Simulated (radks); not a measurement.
Spherical jellium clusters: N electrons in a uniform positive sphere of charge N and radius rs N^(1/3), rs = 3.97 bohr. Calculated with a radial shooting solver with Libxc functionals: non-relativistic Kohn-Sham, LDA (Slater exchange, Perdew-Wang correlation), spin-polarised, spherical densities. Levels are named by radial order and angular momentum (1s, 1p, 1d, 2s, ...), and open shells are averaged over m.

N = 7, configuration 1s2 1p(up 3, down 2). This is the lowest configuration that the search found. Occupied and some empty levels:

level,occupation,eigenvalue (eV),<r> (bohr)
1s up,1,-4.5515,5.124
1s down,1,-4.3630,5.139
1p up,3,-3.2100,6.288
1p down,2,-3.0300,6.352
1d up,0,-1.6463,7.483
1d down,0,-1.4997,7.607
2s up,0,-1.2612,7.834
2s down,0,-1.1715,7.997
1f up,0,-0.10748,9.683

Energy (eV): total -12.1649, kinetic 11.914, external -205.10, Hartree 100.27, exchange-correlation -24.592, background 105.34.
